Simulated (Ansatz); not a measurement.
Input file for C$_{2}$H$_{2}$FNOZn (`N=C1O[CH]1[Zn][F]`):

```yaml
crystal:
  periodic: [false, false, false]
  atoms:
    - {symbol: N, position_ang: [1.950939, -0.507612, 0.485944]}
    - {symbol: C, position_ang: [0.819013, -0.529896, -0.030482]}
    - {symbol: O, position_ang: [0.194129, -0.681169, -1.202602]}
    - {symbol: C, position_ang: [-0.604385, -0.423371, 0.066379]}
    - {symbol: Zn, position_ang: [-1.499450, 1.272183, 0.174883]}
    - {symbol: F, position_ang: [-2.325557, 2.804681, 0.268717]}
    - {symbol: H, position_ang: [2.681836, -0.667360, -0.205882]}
    - {symbol: H, position_ang: [-1.124226, -1.324455, 0.387242]}
basis:
  gaussian: {orbitals: def2-TZVPP}
correlation: {method: ccsd_t, frozen_orbitals: {C: 1, F: 1, H: 0, "N": 1, O: 1, Zn: 9}}
output: {orbitals: {seedname: orbitals}}
```

```sh
$ ansatz run in.yaml --threads 4 --pin off --events-out ev --progress --plain --max-ram 10444MiB
```

The program prints (abridged):

```
Functional definition: HF
1610 factors; integrals over basis functions are off by at most 9.5e-4 eV
mean field evaluation 1: about -56690.2289 eV, gradient 5.0e1 eV
mean field evaluation 2: about -56690.6573 eV, gradient 5.1e1 eV
mean field evaluation 4: about -56695.6709 eV, gradient 5.5e0 eV
mean field evaluation 8: about -56695.7682 eV, gradient 1.0e0 eV
mean field evaluation 16: about -56695.7718 eV, gradient 2.5e-6 eV
mean field -56695.77175962 eV, -2083.5311823917 hartree, gradient 2.4e-6 eV, S^2 0.000000; 0 other end points of the search recorded, 0 dependent functions left out
14 core orbitals not correlated: weight in the atoms' cores, before any rotation towards them, 1.000 or more for the frozen orbitals, at most 0.000 for the correlated occupied ones
reference -56695.77175962 eV, -2083.5311823917 hartree; 20, 20 occupied and 213, 213 virtual orbitals, 1610 factors
second order -40.86992866 eV of doubles, -0.00000000 eV of singles
cycle   1  -38.31899040 eV  change     2.6e0 eV  update   1.7e-1
cycle   2  -39.46882270 eV  change    -1.1e0 eV  update   6.3e-2
cycle   3  -39.72018808 eV  change   -2.5e-1 eV  update   2.8e-2
cycle   4  -39.68665871 eV  change    3.4e-2 eV  update   9.5e-3
cycle   5  -39.67050864 eV  change    1.6e-2 eV  update   3.8e-3
cycle   6  -39.67441755 eV  change   -3.9e-3 eV  update   1.5e-3
cycle   7  -39.67481586 eV  change   -4.0e-4 eV  update   5.1e-4
cycle   8  -39.67403338 eV  change    7.8e-4 eV  update   2.3e-4
cycle   9  -39.67406098 eV  change   -2.8e-5 eV  update   7.9e-5
cycle  10  -39.67423068 eV  change   -1.7e-4 eV  update   3.6e-5
cycle  11  -39.67413891 eV  change    9.2e-5 eV  update   1.8e-5
cycle  12  -39.67414016 eV  change   -1.3e-6 eV  update   6.6e-6
perturbative correction -1.59534170 eV, -0.0586277260 hartree
Total energy: -56737.04124148 eV, -2085.0478078766 hartree
```

Run time 4.7 min (4 threads of an Arm Neoverse V1 on a shared host); peak host memory 5.4 GiB.

The correlation energy is -41.269 eV, 3.9 % of it from (T); the T1 diagnostic reads 0.0173.
